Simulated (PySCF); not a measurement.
SiH2FCl, SMILES F[SiH2]Cl.

Geometry optimised at B3LYP-D3(BJ)/def2-TZVP.

Calculation: PySCF with ωB97X/def2-TZVPD.

Gas-phase values at a fixed geometry.

```
Quantity                                                                                                        Value
---------------------------------------------------------------------------------------------  ----------------------
total energy                                                                                       -850.89222 hartree
point group                                                                                                        Cs
highest occupied level                                                                                      -11.75 eV
lowest empty level                                                                                            1.69 eV
orbital gap                                                                                                  13.44 eV
dipole moment                                                                                                  1.44 D
quadrupole, principal values (traceless, Buckingham form, about the centre of nuclear charge)   -3.68, 1.09, 2.60 D·Å
mean static polarisability                                                                       39.7 bohr³ (5.88 Å³)
polarisability, principal values                                                               35.6, 37.1, 46.4 bohr³
```
